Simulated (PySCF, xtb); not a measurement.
Cd(NH2)(SeH) (CdH3NSe), SMILES [NH2][Cd][SeH]. One conformer was computed; it need not be the lowest.

Harmonic wavenumbers (cm⁻¹) from GFN2-xTB (xtb) at its own minimum, in rising order: 45, 97, 126, 182, 379, 433, 631, 667, 1528, 2071, 3277, 3347.

Task: What does PBE-D3(BJ)/def2-SVP (PySCF) give at its own minimum? (The exact figures need the calculation; the answer reports its results.)

Result: 99, 101, 166, 230, 509, 564, 598, 766, 1483, 2349, 3393, 3490. Paired by order, the mean absolute difference is 93 cm⁻¹ and the zero-point energies are 18.3 and 19.7 kcal/mol.
